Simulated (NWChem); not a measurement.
# SnHSeF3; SMILES [F][Sn]([F])([F])[SeH]

```xyz
6

F     -0.7812     1.4333    -1.5396
Sn    -0.0088     0.5936     0.0003
F      1.8077     1.2057     0.0835
F     -0.9264     1.4247     1.4632
Se    -0.0552    -1.8939    -0.0028
H      1.4183    -1.8618     0.0154
```
Atoms are numbered in this order, from 1.

All runs: NWChem. Coordinates come from a PBE0/def2-SVP optimisation. Not confirmed as a minimum by frequencies. def2 effective core potentials on Sn; no spin-orbit coupling. Level M06-2X/def2-SVP: energy and gradient on several grids; changes count from the extra-fine grid, which is no exact limit either.

```json
[
 {"grid": "xcoarse", "size of the energy change (μHa)": "900", "largest change of a gradient component (μHa/bohr)": "7000"},
 {"grid": "coarse", "size of the energy change (μHa)": "900", "largest change of a gradient component (μHa/bohr)": "1000"},
 {"grid": "medium", "size of the energy change (μHa)": "20", "largest change of a gradient component (μHa/bohr)": "200"},
 {"grid": "fine", "size of the energy change (μHa)": "< 10", "largest change of a gradient component (μHa/bohr)": "200"},
 {"grid": "xfine", "size of the energy change (μHa)": "< 10", "largest change of a gradient component (μHa/bohr)": "< 30"}
]
```
